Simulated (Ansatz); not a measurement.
`F[Si](F)(F)[SnH3]` + `CCN` → `CC[NH][SnH3]` + `F[SiH](F)F` at 400 K and 1 bar (cleavage of the Sn–Si bond).

Isolated molecules relaxed with PBE0-D4/def2-TZVP in Ansatz; ΔE leaves out vibrations. CCSD(T)/CBS adds triple-zeta CCSD(T) − MP2 to the extrapolated MP2 energy (def2 sets, frozen cores). def2 core potentials past Kr. For Sn outer-core shells are correlated without core-valence functions, which leaves a few kJ/mol of doubt a bond. One conformer a species, not always the lowest.

```json
{"species": "`F[Si](F)(F)[SnH3]`", "CCSD(T)/CBS energy (Eh)": "-804.48109", "H − E (kJ/mol)": "114.0", "S (J/(mol·K))": "404.3"}
{"species": "`CCN`", "CCSD(T)/CBS energy (Eh)": "-135.01652", "H − E (kJ/mol)": "265.7", "S (J/(mol·K))": "294.1"}
{"species": "`CC[NH][SnH3]`", "CCSD(T)/CBS energy (Eh)": "-350.22359", "H − E (kJ/mol)": "302.7", "S (J/(mol·K))": "392.7"}
{"species": "`F[SiH](F)F`", "CCSD(T)/CBS energy (Eh)": "-589.26725", "H − E (kJ/mol)": "67.9", "S (J/(mol·K))": "298.2"}
```

H − E and S are ideal-gas, rigid-rotor, harmonic terms from PBE0-D4/def2-TZVP, for one conformer and one mirror image of each species. 1 Eh = 2625.50 kJ/mol, R = 8.31446 J/(mol·K).

**Question.** By hand: ΔE, ΔH, ΔS and ΔG.

**Answer.** ΔE = (-350.22359) + (-589.26725) − (-804.48109) − (-135.01652) = 0.00677 Eh = 17.8 kJ/mol. Δ(H − E) = 302.7 + 67.9 − 114.0 − 265.7 = -9.1, so ΔH = 8.7 kJ/mol. ΔS = 392.7 + 298.2 − 404.3 − 294.1 = -7.5 J/(mol·K). ΔG = 8.7 − 400 × (-7.5)/1000 = 11.7 kJ/mol.

**Question.** By hand: the equilibrium constant, and the temperature at which ΔG would vanish if ΔH and ΔS stayed fixed.

**Answer.** log₁₀ K = −ΔG/(RT ln 10) = -1.5. ΔH and −TΔS have one sign here, so there is no such temperature.

TΔS isn't small against ΔH here. A doubt of 5 kJ/mol in ΔE shifts log₁₀ K by 0.7 here. Other conformers and mirror images would add mixing entropy, several J/(mol·K) or more a flexible species. Modes under 60 cm⁻¹, often nearly free rotors, make the harmonic entropy too high. These are equilibria of isolated gas molecules and say nothing of rates. Largest T1 diagnostic: 0.013 (customary marks: 0.02 for closed shells, 0.045 for open ones).

ΔS is within the doubt of such terms, so its sign, and with it that verdict, could turn.
